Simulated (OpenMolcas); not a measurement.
Computed levels of 4d in ions with 37 electrons, in cm-1 above ²D_3/2.

* Program: OpenMolcas 26.06
* Method: XMS-CASPT2, IPEA 0.25 Eh, imaginary shift 0.1 Eh
* Basis: ANO-RCC-VTZP
* Scalar Hamiltonian: DKH2, point nucleus
* Spin-orbit coupling: state interaction with AMFI integrals over the reference wave functions, term energies averaged over their components

Active space for each ion: 1 electron in 5 orbitals (4d); closed shells correlated by CASPT2: 4s 4p.

| Level | Zr3+ | Mo5+ | Tc6+ | Ru7+ |
| --- | --- | --- | --- | --- |
| ²D_5/2 | 1226 | 2480 | 3290 | 4190 |

Task: Estimate ²D_5/2 for Nb4+ from its neighbours Zr3+ and Mo5+.

Result: ²D_5/2 is fine structure, which grows about as the fourth power of a screened charge, so the fourth roots are averaged: ((1226^0.25 + 2480^0.25) / 2)^4 = 1771. The calculation gives 1848, so the estimate is off by -4.2 %; the measured value is 1870 (Moore, Atomic Energy Levels, vol. II, NSRDS-NBS 35 (1971 reprint of NBS Circular 467, 1952)).

Term energies are means over components that CASPT2 splits; among the terms shown or strongly mixed into the levels shown the widest spread is 96 cm-1 (4d ²D, Tc6+). With one active electron, CASPT2 adds the correlation within the correlated inactive shells and between them and that electron, and leaves the splitting within a term as the reference gives it. Measured partners are found by configuration, term and J. A level has none where our copy of the source lacks it or the pairing is in doubt (some pairs that miss far off the trend of their configuration count as doubtful), and it then counts in no deviation. Levels of configurations outside the active space are missing.
